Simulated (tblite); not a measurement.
Species: C₅H₁₀O₂SSi₂.
Geometry (GFN2-xTB, Å), atoms numbered from 1 in this order:
```
atom  x, y, z in Å
C1     1.1641    2.7528    0.5959
C2     0.5537    1.7632    0.2984
C3    -0.1484    0.5712   -0.0400
S4     0.7771   -0.3193   -1.3820
C5     2.4288   -0.4747   -0.5612
O6     0.1895   -1.6686   -1.3131
C7    -0.3291   -0.4150    1.1093
Si8   -1.6620   -1.6749    0.5598
O9    -2.4831   -0.6687   -0.4820
Si10  -1.8865    0.7807   -0.8599
H11    1.6718    3.6323    0.8571
H12    2.4051   -1.3140    0.1239
H13    3.1557   -0.6637   -1.3440
H14    2.6588    0.4542   -0.0521
H15   -0.7001    0.1380    1.9766
H16    0.6201   -0.8600    1.4065
H17   -1.3987   -2.9425   -0.0809
H18   -2.6017   -1.8191    1.6802
H19   -1.7769    0.9062   -2.3066
H20   -2.6432    1.8323   -0.1888
```

Level: GFN2-xTB in tblite, geometry and Hessian alike; calculated harmonic values, unscaled, isolated species. The method is semi-empirical: single wavenumbers can be off by several per cent or more. Modes of hydrogen on silicon can be 10 to 20 % off. One conformer, not necessarily the lowest.

Harmonic wavenumbers (cm⁻¹): 60.8, 73.3, 108.0, 111.5, 120.0, 157.8, 168.4, 239.9, 270.0, 314.6, 352.9, 371.3, 384.1, 392.4, 410.5, 470.6, 485.8, 547.1, 561.3, 597.4, 613.3, 622.4, 646.1, 665.0, 669.0, 720.0, 743.6, 771.4, 787.7, 799.8, 853.9, 870.4, 873.9, 964.5, 1029.3, 1087.5, 1125.9, 1148.7, 1231.4, 1271.2, 1435.5, 1453.2, 1478.2, 2215.5, 2261.0, 2302.5, 2333.5, 2426.7, 2951.2, 2996.5, 3050.8, 3061.8, 3074.7, 3397.7.

A = 1234, B = 854.6, C = 683.8 MHz; mass 189.994 u (most abundant isotopes); point group C1, symmetry number 1.

**Question.** Zero-point energy?

**Answer.** ½Σν̃ = 29066 cm⁻¹ = 83.10 kcal/mol.

**Question.** Entropy at 200 K, 1 bar (ideal gas, RRHO, classical rotation)?

**Answer.** Translation 39.67, rotation 29.29, vibration 25.27: S = 94.2 cal/(mol K).

**Question.** And Cp and H(200 K) − H(0)?

**Answer.** Cp = 38.38 cal/(mol K), of which vibrations give 30.43 (their classical limit is 54 R = 107.3); H(200 K) − H(0) = 4.49 kcal/mol without the zero-point energy, 2.90 from vibrations.

**Question.** Blend soft modes into free rotors: weight 1/[1 + (100 cm⁻¹/ν̃)⁴] for the oscillator and the rest for a rotor with moment μB/(μ + B), μ = h/(8π²ν), B = 10⁻⁴⁴ kg m². What vibrational entropy results?

**Answer.** 24.22 cal/(mol K) in place of 25.27, which changes −T·S at 200 K by +0.21 kcal/mol.

**Question.** What must be added to the electronic energy to get the Gibbs energy at 200 K and 1 bar?

**Answer.** ZPE + [H(200 K) − H(0)] − T·S = 83.10 + 4.49 − 18.85 = 68.74 kcal/mol.

Hindered rotation and anharmonicity are outside this model. Other conformers, if any are populated, would add a mixing term that is left out. The structure is chiral; the term R ln 2 for an equal mix with its mirror image is left out.
